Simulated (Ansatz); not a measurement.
H4BOSi, SMILES `O[B-][SiH3]` (lower singlet; H–O–B–Si torsion 180°) (charge -1, multiplicity 1). This singlet lies 0.65 eV below the relaxed triplet at the level frozen-core CCSD(T)/aug-cc-pVDZ // B3LYP-D3(BJ)/def2-TZVPD (Ansatz, a first-principles code).

Cartesian coordinates (Å):
SMILES: O[B-][SiH3]
```xyz
7

O      1.9753     0.0290    -0.3323
B      0.9687    -0.6328     0.3676
Si    -0.9541     0.1477     0.0280
H      2.8043    -0.3984    -0.1115
H     -1.8353    -0.9741    -0.4511
H     -1.5526     0.5107     1.3601
H     -1.4063     1.3178    -0.8608
```
Charge -1, spin multiplicity 1.

The restricted HF start is unstable towards unrestricted orbitals.

Q: Give the natural occupations of the active orbitals, the CASSCF energy and the corrected energy for frozen-core fic-MRCISD+Q@CASSCF(2e,2o)/aug-cc-pVTZ // B3LYP-D3(BJ)/def2-TZVPD run with Ansatz.

A: 
| Item | Result |
|---|---|
| natural occupations | 1.98, 0.02 |
| CASSCF energy | -390.8264 Ha |
| corrected energy | -391.3355 Ha |
| weight of the reference | 0.871 |
